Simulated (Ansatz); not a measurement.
```yaml
crystal:
  periodic: [false, false, false]
  atoms:
    - {symbol: O, position_ang: [-1.095110, 0.265840, -0.773168]}
    - {symbol: Si, position_ang: [0.366332, 0.061960, -0.087040]}
    - {symbol: S, position_ang: [0.499569, 0.863927, 1.863232]}
    - {symbol: Cl, position_ang: [0.813211, -1.913404, 0.256287]}
    - {symbol: H, position_ang: [-1.870183, 0.042250, -0.252723]}
    - {symbol: H, position_ang: [1.328181, 0.615327, -1.052687]}
basis:
  gaussian: {orbitals: x2c-TZVPPall, point_charges: [{charge: -1.00, position_ang: [6.055, 0.515, 0.705]}]}
magnetization: {spin_polarized: true, initial_magnetization: 1}
hamiltonian: {xc: {name: r2SCAN}}
output: {forces: true}
```

```sh
$ ansatz run in.yaml --threads 4 --pin off --events-out ev --progress --plain --max-ram 10444MiB
```

It prints (some lines left out):

```
Functional definition: r2SCAN
1160 factors; their error is unknown
mean field evaluation 1: about -33397.1978 eV, gradient 4.1e1 eV
mean field evaluation 2: about -33357.4351 eV, gradient 9.6e1 eV
mean field evaluation 4: about -33402.4782 eV, gradient 6.7e0 eV
mean field evaluation 8: about -33402.7060 eV, gradient 1.4e-1 eV
mean field evaluation 16: about -33402.6783 eV, gradient 3.1e-2 eV
mean field evaluation 32: about -33402.6784 eV, gradient 8.1e-5 eV
mean field -33402.67837498 eV, -1227.5257891321 hartree, gradient 3.4e-6 eV, S^2 0.756908; 3 other end points of the search recorded, 0 dependent functions left out
reference -33402.67838543 eV, -1227.5257895161 hartree; 29, 28 occupied and 156, 157 virtual orbitals, 1160 factors
Total energy: -33402.67838543 eV, -1227.5257895161 hartree
Relativity: scalar
Atom 0 at    -1.095110     0.265840    -0.773168 Å, force    -0.368833     0.051946    -0.178879 eV/Å
Atom 1 at     0.366332     0.061960    -0.087040 Å, force     0.577124     0.121086     0.142770 eV/Å
Atom 2 at     0.499569     0.863927     1.863232 Å, force    -0.102547    -0.007855    -0.011877 eV/Å
Atom 3 at     0.813211    -1.913404     0.256287 Å, force    -0.043232    -0.111808     0.001575 eV/Å
Atom 4 at    -1.870183     0.042250    -0.252723 Å, force     0.057632    -0.011501     0.041060 eV/Å
Atom 5 at     1.328181     0.615327    -1.052687 Å, force    -0.103586    -0.042605     0.017677 eV/Å
Dipole moment:    -0.044772     0.070354     0.002330 e Å
```

It took 17 s on 4 threads of an Arm Neoverse V1 on a shared host, with 0.5 GiB of host memory at the peak.
